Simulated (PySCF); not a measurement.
**Excitation energy of In⁺ by level of theory**

In⁺ [Kr] 4d10 5s2 (1S) → In⁺ [Kr] 4d10 5s1 5p1, s spin flipped, as a difference of total energies. All numbers are calculated (PySCF 2.14, a scalar-relativistic core potential, in def2-TZVPPD with the def2 core potential (28 electrons)). Correlated levels: valence: 4s2 4p6 4d10 frozen; valence and next inner shell: nothing frozen outside the core potential. The calculations carry no spin-orbit coupling.

```tsv
method	excitation energy (eV)
UHF	5.936
LDA	6.685
PBE	6.459
PBE0	6.374
r2SCAN	6.373
revPBE	6.385
MN15	6.511
PBEsol	6.505
M06-L	6.464
MP2 (valence)	6.033
SCS-MP2 (valence)	6.052
MP2 (valence and next inner shell)	6.527
SCS-MP2 (valence and next inner shell)	6.485
```

Question: How much does correlation contribute at MP2 (valence and next inner shell)?

Answer: 6.527 − (5.936) = 0.591 eV, measured against UHF.

The upper determinant mixes two multiplicities, so it lies between the two terms.
